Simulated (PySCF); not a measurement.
## Electronic structure of Kr⁺ (krypton, charge +1) at the PBE level

Configuration: [Ar] 3d10 4s1 4p5 4d1, one real determinant (an excited configuration). Computed with PySCF 2.14 in aug-cc-pV5Z-PP with ECP10MDF (8s7p6d4f3g2h, 136 functions), with a scalar-relativistic core potential.

- Total energy: -461.9823 hartree
- One-electron energy: -792.1954 hartree
- Hartree (Coulomb) energy: 363.0493 hartree
- Exchange-correlation energy: -32.8363 hartree
- ⟨S²⟩: 3.7514
- ⟨L²⟩: 7.848
- Sum of ⟨r⟩: 23.18 bohr
- Sum of ⟨r²⟩: 37.71 bohr²
- Traceless quadrupole moment −½Σ⟨3z² − r²⟩ along its main axis: 0.333 e·bohr²

| shell | electrons | mean orbital energy (eV) | spread (eV) | rms radius, mean of both spins (bohr) |
| --- | --- | --- | --- | --- |
| 3s α | 1 | -268.00 | 0 | 0.572 |
| 3s β | 1 | -267.65 | 0 | 0.572 |
| 3p α | 3 | -212.24 | 0.628 | 0.588 |
| 3p β | 3 | -211.87 | 0.353 | 0.588 |
| 3d α | 5 | -100.10 | 0.631 | 0.605 |
| 3d β | 5 | -99.628 | 0.247 | 0.605 |
| 4s α | 1 | -38.721 | 0 | 1.60 |
| 4p α | 3 | -23.694 | 1.297 | 1.90 |
| 4p β | 2 | -21.531 | 0 | 1.90 |
| 4d α | 1 | -6.536 | 0 | 3.28 |

⟨L²⟩ = 7.85 against 12 for a pure F term, so this real determinant mixes terms. Energies and moments cover only the electrons outside the core potential. The outer electron is Rydberg-like, and this basis confines it to a smaller radius and binds it less than a complete one would.
